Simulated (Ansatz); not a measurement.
`FB[Si](Cl)(Cl)Cl` + H₂Se → `Cl[Si](Cl)(Cl)[SeH]` + `BF` at 298.15 K and 1 bar (cleavage of the Si–B bond).

Computed with Ansatz on PBE0-D4/def2-TZVP structures; ΔE is electronic, products minus reactants. CCSD(T)/CBS adds triple-zeta CCSD(T) − MP2 to the extrapolated MP2 energy (def2 sets, frozen cores). This one scheme is used for every species. For Se outer-core shells are correlated without core-valence functions, which leaves a few kJ/mol of doubt a bond. Scalar relativity is left out up to krypton. Each species was taken in one conformer, which may not be the lowest.

```json
{"species": "`FB[Si](Cl)(Cl)Cl`", "CCSD(T)/CBS energy (Eh)": "-1793.79550", "H − E (kJ/mol)": "79.3", "S (J/(mol·K))": "392.6"}
{"species": "H₂Se", "CCSD(T)/CBS energy (Eh)": "-2401.89790", "H − E (kJ/mol)": "45.8", "S (J/(mol·K))": "219.1"}
{"species": "`Cl[Si](Cl)(Cl)[SeH]`", "CCSD(T)/CBS energy (Eh)": "-4069.90520", "H − E (kJ/mol)": "59.4", "S (J/(mol·K))": "379.6"}
{"species": "`BF`", "CCSD(T)/CBS energy (Eh)": "-125.82039", "H − E (kJ/mol)": "69.3", "S (J/(mol·K))": "222.5"}
```

H − E and S are ideal-gas, rigid-rotor, harmonic terms from PBE0-D4/def2-TZVP, for one conformer and one mirror image of each species. 1 Eh = 2625.50 kJ/mol, R = 8.31446 J/(mol·K).

Q: By hand: ΔE, ΔH, ΔS and ΔG.

A: ΔE = (-4069.90520) + (-125.82039) − (-1793.79550) − (-2401.89790) = -0.03219 Eh = -84.5 kJ/mol. Δ(H − E) = 59.4 + 69.3 − 79.3 − 45.8 = 3.6, so ΔH = -80.9 kJ/mol. ΔS = 379.6 + 222.5 − 392.6 − 219.1 = -9.6 J/(mol·K). ΔG = -80.9 − 298.15 × (-9.6)/1000 = -78.0 kJ/mol.

Q: By hand: the equilibrium constant, and the temperature at which ΔG would vanish if ΔH and ΔS stayed fixed.

A: log₁₀ K = −ΔG/(RT ln 10) = 13.7. ΔG = 0 at ΔH/ΔS = 8427 K, far beyond where these terms or the molecules hold.

The number of gas molecules stays the same, so ΔS is small and ΔH decides. A doubt of 5 kJ/mol in ΔE shifts log₁₀ K by 0.9 here. Other conformers and mirror images would add mixing entropy, several J/(mol·K) or more a flexible species. Modes under 60 cm⁻¹, often nearly free rotors, make the harmonic entropy too high. These are equilibria of isolated gas molecules and say nothing of rates. Largest T1 diagnostic: 0.013 (customary marks: 0.02 for closed shells, 0.045 for open ones).
